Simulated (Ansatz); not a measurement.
Geometry optimisation, RKS PBE-D4/def2-SVP in Ansatz.

Input:

```yaml
crystal:
  periodic: [false, false, false]
  atoms:
    - { symbol: Al, position_ang: [-0.6283, 1.1771, -0.1859] }
    - { symbol: Si, position_ang: [0.4713, -0.7765, 0.3118] }
    - { symbol: Cl, position_ang: [2.4188, -0.6269, -0.3762] }
    - { symbol: I, position_ang: [-0.5632, -2.6565, -0.8063] }
    - { symbol: H, position_ang: [-0.8174, 1.6847, -1.7349] }
    - { symbol: H, position_ang: [-1.3138, 2.1141, 0.9743] }
    - { symbol: H, position_ang: [0.4938, -0.984, 1.7716] }
basis:
  gaussian: { orbitals: def2-SVP }
hamiltonian:
  xc: pbe
  dispersion: d4
relax:
  f_tol: 0.015
  max_steps: 40
```

Command:

```bash
$ ansatz run input.yaml --threads 2 --pin off --max-ram 3072MiB --backend cpu --events-out ev --progress --plain --runs-dir out
```

Q: Where does it end, and by what steps?

A: It converged. After 14 steps the energy has fallen by 0.460 eV; I4 moved furthest, 1.12 Å. Joined: Al1–I4.

```tsv
step	energy less start (eV)	largest force component (eV/Å)	accepted
0	0.0000	1.932	yes
1	-0.2346	0.399	yes
2	-0.2490	0.075	yes
3	-0.2545	0.098	yes
4	-0.2639	0.228	yes
5	-0.2716	0.160	yes
6	-0.2925	0.233	yes
7	-0.3462	0.354	yes
8	-0.4131	0.387	yes
9	-0.4312	0.481	yes
10	-0.4308	0.432	no
11	-0.4571	0.095	yes
12	-0.4551	0.126	no
13	-0.4593	0.033	yes
14	-0.4597	0.014	yes
```

```xyz
7
Properties=species:S:1:pos:R:3
Al -0.808 1.064 -0.311
Si 0.866 -0.476 0.554
Cl 2.615 -0.926 -0.483
I -1.150 -1.720 -0.633
H -0.481 1.668 -1.748
H -1.917 1.560 0.722
H 0.936 -1.238 1.853
```

Time of the run: 30 s on 2 threads of Arm Neoverse V2, with other jobs on the host, peak memory 0.15 GiB.
